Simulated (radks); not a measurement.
Problem. Radial electron density D(r) = 4 pi r^2 rho(r) of an atom or ion with 19 electrons. Calculated with a radial shooting solver on a logarithmic mesh with Libxc functionals: Dirac Kohn-Sham, exchange-only PBE, spin-unpolarised, spherical densities, point nucleus.

```
   r/bohr * D(r) (the largest magnitude, 26.3, reaches the edge; | marks zero)
 0.006042 |    *
 0.006867 |     *
 0.007868 |       *
 0.008942 |        *
  0.01024 |           *
  0.01164 |             *
  0.01334 |                *
  0.01528 |                    *
  0.01737 |                       *
   0.0199 |                            *
  0.02262 |                                *
  0.02591 |                                     *
  0.02945 |                                         *
  0.03374 |                                             *
  0.03835 |                                                *
  0.04394 |                                                  *
  0.04994 |                                                   *
  0.05721 |                                                  *
  0.06502 |                                                *
   0.0745 |                                             *
  0.08535 |                                          *
    0.097 |                                       *
   0.1111 |                                     *
   0.1263 |                                      *
   0.1447 |                                        *
   0.1645 |                                             *
   0.1884 |                                                 *
   0.2142 |                                                     *
   0.2454 |                                                      *
   0.2789 |                                                    *
   0.3195 |                                             *
    0.366 |                                    *
    0.416 |                           *
   0.4766 |                   *
   0.5417 |               *
   0.6206 |             *
   0.7054 |               *
   0.8081 |                 *
   0.9185 |                  *
    1.052 |                 *
    1.196 |               *
     1.37 |           *
    1.557 |       *
    1.784 |    *
    2.044 |  *
    2.323 |*
    2.662 |*
    3.025 *
    3.466 *
    3.939 *
    4.513 *
    5.129 *
    5.877 *
    6.679 *
```

What is the nuclear charge?

Solution. Z = 21. The innermost maximum, from 1s, lies near gamma/Z bohr with gamma = sqrt(1 - (Z/c)^2) = 0.988, here 0.0471 bohr (found: 0.0503), and its height grows with Z. The density is that of the scandium ion Sc2+ in [Ar] 3d1; the configuration itself is not fixed sharply by these data, and Z only to about a unit. D(r) has 3 maxima, at r = 0.0503, 0.240, 0.933 bohr, and minima at 0.116, 0.611 bohr, inside which lie 2.15, 10.38 electrons.
